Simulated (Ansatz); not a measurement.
Species: CH$_{4}$Si, SMILES `C=[SiH2]` with one electron removed (charge 1, multiplicity 2).

### Question
Give a relaxed geometry from CAM-B3LYP-D3(BJ)/def2-TZVP (Ansatz, an electronic-structure program).

### Answer
the end point of this relaxation (outside a Z-matrix the atoms follow the SMILES, hydrogens last).
Z-matrix (Å, degrees):
```
Si
H 1 1.4627
H 1 1.4627 2 120.77
C 1 1.7853 2 119.62 3 180.00
H 4 1.0852 1 122.02 2 -0.16
H 4 1.0852 5 115.97 1 180.00
```
